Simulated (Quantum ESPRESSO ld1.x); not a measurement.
Task: All-electron atom: S14+ in [He]. All-electron calculation, Dirac Kohn-Sham, PBEsol, spin-unpolarised, spherical densities, point nucleus. Program: ld1.x of Quantum ESPRESSO 7.5. Some entries of the table are withheld. Estimate them.

| orbital | occ. | eigenvalue (eV) | <r> (bohr) | <r^2> (bohr^2) |
|---|---|---|---|---|
| 1s1/2 | 2 | -3122.06 | 0.09582 | 0.01231 |
| 2s1/2 | 0 | -723.330 | 0.3978 | 0.1850 |
| 2p1/2 | 0 | (1) | 0.3392 | (2) |
| 2p3/2 | 0 | (3) | 0.3406 | (4) |

Result: 
(1) 2p1/2 eigenvalue (eV): -702.239
(2) 2p1/2 <r^2> (bohr^2): 0.1386
(3) 2p3/2 eigenvalue (eV): -699.980
(4) 2p3/2 <r^2> (bohr^2): 0.1396
